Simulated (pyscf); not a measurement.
Single points on ωB97X-D3(BJ)/def2-SVP structures (PySCF, gas phase).

PBE/def2-TZVP puts the barrier of F–Ge(F)(F)–F + F–Ge:–F [singlet] → F–Ge(F)(F)–Ge(F)(F)–F (insertion; singlet surface; F–Ge broken, F–Ge, Ge–Ge formed) at 12.1 kcal/mol and the reaction energy at -10.3 kcal/mol, from the separated reactants. What do r²SCAN/def2-TZVP, B3LYP-D3(BJ)/def2-TZVP, ωB97M-D3(BJ)/def2-TZVP give on the same structures?

r²SCAN: ΔE‡ = 10.7 kcal/mol, ΔE = -14.4 kcal/mol; B3LYP-D3(BJ): ΔE‡ = 17.0 kcal/mol, ΔE = -9.3 kcal/mol; ωB97M-D3(BJ): ΔE‡ = 18.4 kcal/mol, ΔE = -8.1 kcal/mol. PBE's barrier lies among them. Its reaction energy lies among theirs. On the reactant side the descent ends in an adduct with a F–Ge, F–Ge contact (not fully relaxed), 9.8 kcal/mol under the separated species and 21.7 kcal/mol under the saddle at ωB97X-D3(BJ)/def2-TZVP. What is counted as formed (F–Ge) is already present as a longer contact in the reactant adduct; forming that adduct is a step of its own. At ωB97X-D3(BJ) the barrier from the zero used here is 11.9 kcal/mol. This is the saddle that the search found; another between the same sides may lie lower. Elements up to Kr have no core potential and no relativistic terms here.
